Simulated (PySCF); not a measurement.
## Working out the ionisation energy of Pb⁺

Pb⁺ [Xe] 4f14 5d10 6s2 6p1 (2P) → Pb²⁺ [Xe] 4f14 5d10 6s2 (1S). Computed with PySCF 2.14 in def2-QZVPPD with the def2 core potential (60 electrons), with scalar relativity through the core potential. Frozen: 5s2 5p6 5d10. Energies in hartree (1 hartree = 27.21139 eV):

```
            part  Pb⁺ (lower)  Pb²⁺ (upper)
             UHF  -191.595030   -191.109540
CCSD correlation    -0.037626     -0.028242
             (T)    -0.000479      0.000000
```

What does Hartree-Fock give?

(-191.109540) − (-191.595030) = 0.485490 hartree = 13.211 eV.

What do CCSD and CCSD(T) give?

The CCSD correlation energies differ by 0.009384 hartree = 0.255 eV and the triples by 0.000479 hartree = 0.013 eV, so CCSD gives 13.466 eV and CCSD(T) 13.479 eV.

Measured between the centres of the two terms (NIST): 13.869 eV, so CCSD(T) (valence) is off by -0.390 eV.

What remains against the reference includes basis incompleteness, the frozen core and higher excitations.
